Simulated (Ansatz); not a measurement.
This geometry of Cl3Si (4 atoms, charge 0, multiplicity 2) is a first-order saddle point.

These are results of UKS PBE0-D4/def2-SVP in Ansatz, not measurements.

```xyz
4
Properties=species:S:1:pos:R:3
Cl -1.571 -0.488 1.198
Si 0.000 0.000 0.000
Cl 1.832 -0.818 0.341
Cl -0.261 1.306 -1.539
```

(1) Which two structures does it join? (They come from a converged band through this point; their orientation in space is the band's.)

(2) How far does it lie above each of them?

Results:

(1) No bond is made or broken. The height of Si2 over the plane of its neighbours goes from 0.70 to -0.70 Å. The two ends are copies of one structure, up to a mirror image or an exchange of like atoms.

Initial state:

```xyz
4
Properties=species:S:1:pos:R:3
Cl -1.536 -0.597 1.036
Si 0.118 0.398 0.317
Cl 1.705 -0.912 0.219
Cl -0.288 1.111 -1.571
```

Final state:

```xyz
4
Properties=species:S:1:pos:R:3
Cl -1.457 -0.332 1.247
Si -0.118 -0.397 -0.317
Cl 1.784 -0.647 0.430
Cl -0.209 1.376 -1.360
```

(2) 137.4 kJ/mol above the first and 137.4 kJ/mol above the second. This is the barrier of this one path; another mechanism may lie lower.

Time of the run: 2.3 min on 1 thread of Arm Neoverse V2, with other jobs on the host, peak memory 0.3 GiB.
